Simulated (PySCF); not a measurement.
# Excitation energy of O⁺ by level of theory

O⁺ [He] 2s2 2p3 (4S) → O⁺ [He] 2s1 2p3 3d1 (6D), as a difference of total energies. Calculation: PySCF 2.14, in x2c-QZVPPall with one added diffuse shell each of s, p, d, f type (8s5p4d3f1g, 73 functions); scalar relativity by spin-free X2C-1e. Correlated levels: valence: 1s2 frozen. The calculations carry no spin-orbit coupling.

| method | excitation energy (eV) |
| --- | --- |
| UHF | 35.614 |
| MP2 (valence) | 37.545 |
| SCS-MP2 (valence) | 38.027 |
| CCSD (valence) | 37.764 |
| CCSD(T) (valence) | 37.811 |

Question: How much does correlation contribute at CCSD(T) (valence)?

Answer: 37.811 − (35.614) = 2.197 eV, measured against UHF.

The upper state lies above the first ionisation limit, but in LS coupling its spin forbids autoionisation to the ground ion. A Rydberg-like electron needs more diffuse functions than a valence basis has.

The promoted electron is Rydberg-like, and one or two diffuse shells describe it only roughly, which tends to raise the upper state.
